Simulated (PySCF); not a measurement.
## Worked example: oscillator strength and radiative lifetime

CH6OSe2Si, SMILES C[Si](O)([SeH])[SeH].

Coordinates come from a PBE0-D3(BJ)/def2-SVP optimisation. One conformer was computed; it need not be the lowest.

TDDFT-CAM-B3LYP/def2-SVPD (PySCF) puts the first singlet state with f over 0.02 at 5.85 eV (vertical), with the transition dipole (-0.499, 0.178, -0.647) in atomic units.

### Question
Find the oscillator strength, the wavelength and the radiative lifetime that this transition would have in vacuum if emission retraced absorption.

### Answer

|μ|² = 0.6993 au, so |μ| = 2.13 D. ΔE = 5.85/27.211 = 0.2150 hartree. f = (2/3) ΔE |μ|² = 0.100 (the program prints 0.100).
λ = 1239.84/5.85 = 212 nm; ν = 47183 cm⁻¹.
Einstein's coefficient A = 0.6670 ν² f s⁻¹ (ν in cm⁻¹) = 1.5e8 s⁻¹, so τ = 1/A = 6.7 ns. This state is S3; the lower singlets have f = 0.004, 0.000. The figure is the radiative limit of this one transition; relaxation, internal conversion, crossing to triplets and a medium change what is measured.
